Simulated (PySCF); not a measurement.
## BBr⁺: energy against distance

Set-up: B pcseg-1, Br pcseg-1; no relativity (PySCF 2.14). Energies in eV from B⁺ + Br in their ground configurations at the same level. State: ²Σ⁺ (doublet), unpaired electrons σ ↑.

All columns are r²SCAN. A positive dipole points towards Br; it is taken about the centre of mass and depends on that origin.

| R (Å) | E (eV) | μ (D) | Mulliken charge on B (basis-dependent) | HOMO (eV) | LUMO (eV) | Mayer bond order | ⟨S²⟩ |
| --- | --- | --- | --- | --- | --- | --- | --- |
| 1.512 | -2.395 | -2.09 | 0.41 | -15.47 | -10.83 | 2.10 | 0.76 |
| 1.582 | -3.212 | -2.49 | 0.50 | -15.65 | -11.06 | 2.02 | 0.76 |
| 1.653 | -3.665 | -2.90 | 0.58 | -15.81 | -11.31 | 1.94 | 0.76 |
| 1.705 | -3.828 | -3.21 | 0.64 | -15.93 | -11.50 | 1.89 | 0.76 |
| 1.758 | -3.875 | -3.51 | 0.68 | -16.03 | -11.70 | 1.85 | 0.77 |
| 1.811 | -3.833 | -3.81 | 0.71 | -16.13 | -11.91 | 1.81 | 0.77 |
| 1.881 | -3.677 | -4.21 | 0.75 | -16.11 | -12.18 | 1.75 | 0.77 |
| 1.969 | -3.373 | -4.69 | 0.78 | -15.80 | -12.53 | 1.69 | 0.77 |
| 2.074 | -2.925 | -5.24 | 0.81 | -15.45 | -12.93 | 1.61 | 0.77 |
| 2.215 | -2.293 | -5.91 | 0.81 | -15.04 | -13.40 | 1.48 | 0.77 |

A fit through these points gives, at Re = 1.757 Å, μ = -3.51 D and dμ/dR = -5.78 D/Å; the reduced mass is 9.662 u.

How strong is the fundamental in the double-harmonic approximation, I = 42.26·(dμ/dR)²/μred km/mol?

I = 42.26·(-5.78)²/9.662 = 146 km/mol at r²SCAN.

Spin–orbit coupling is left out. For an ion De counts to the pair picked by the measured ionisation energies or electron affinities, which need not be the lowest pair at this level. The state is the lowest determinant that a PBE0 search found; another state may lie lower at other levels.
